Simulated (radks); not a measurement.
Values are calculated unless marked as measured or tabulated.
All-electron atom: the indium ion In26+ in [Ar] 3d5 (the NIST ground configuration).

Code: a radial shooting solver on a logarithmic mesh with Libxc functionals. Model: non-relativistic Kohn-Sham, LDA (Slater exchange, Perdew-Wang correlation), spin-unpolarised, spherical densities, point nucleus; relativity is left out, which matters for an element this heavy.

Energy parts (eV):
part                       energy
total                 -145004.025
kinetic                144949.793
electron-nucleus      -319538.806
Hartree                 32704.844
exchange-correlation    -3119.855

Orbitals (lengths in bohr, moments of r in powers of bohr; r(max) is where P^2 peaks; r(90%) holds 90 % of the orbital's charge):
orbital  occ.  eigenvalue (eV)   r(max)      <r>  r(90%)     <r^2>
1s          2        -27828.31  0.02058  0.03108  0.0553  0.001292
2s          2        -4961.334   0.1138   0.1338   0.205   0.02099
2p          6        -4711.155  0.08909   0.1141   0.185   0.01580
3s          2        -1647.574   0.3170   0.3417   0.497    0.1327
3p          6        -1549.044   0.3017   0.3293   0.489    0.1250
3d          5        -1377.085   0.2423   0.2934   0.453    0.1003

The highest occupied level is 3d at -1377.1 eV. For comparison, the ionisation energy in NIST's Atomic Spectra Database is 1413 eV (theoretical). In exact Kohn-Sham theory the highest level is minus the ionisation energy, but local and semilocal functionals leave it too shallow, through self-interaction and a potential that decays too fast; potentials with the right tail come closer. The density falls to 0.001 e/bohr^3 at r = 0.99 bohr. Virial ratio -V/T = 2.00037. The electron density at the nucleus is 8.25e+04 e/bohr^3.

Beside tabulated values, note that spin-unpolarised runs miss the spin-polarisation part of the exchange energy of open shells.
